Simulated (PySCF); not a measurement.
**In²⁺: excitation energy**

In²⁺ [Kr] 4d10 5s1 (2S) → In²⁺ [Kr] 4d9 5s2 (2D), as a difference of total energies. Computed with PySCF 2.14 in x2c-TZVPPall (8s6p4d2f, 60 functions), with scalar relativity by spin-free X2C-1e. Correlated levels: valence and next inner shell: [Ar] 3d10 frozen. The calculations carry no spin-orbit coupling.

| method | excitation energy (eV) |
| --- | --- |
| UHF | 15.033 |
| LDA | 14.472 |
| PBE | 14.534 |
| PBE0 | 14.812 |
| r2SCAN | 14.965 |
| M06-L | 14.985 |
| wB97M-V | 14.627 |
| CAM-B3LYP | 14.473 |
| MP2 (valence and next inner shell) | 14.657 |
| SCS-MP2 (valence and next inner shell) | 14.525 |

**Question.** How much does correlation contribute at MP2 (valence and next inner shell)?

**Answer.** 14.657 − (15.033) = -0.376 eV, measured against UHF.

A first-order spin-orbit estimate (lowest level to lowest level, LS coupling) adds -0.332 eV.
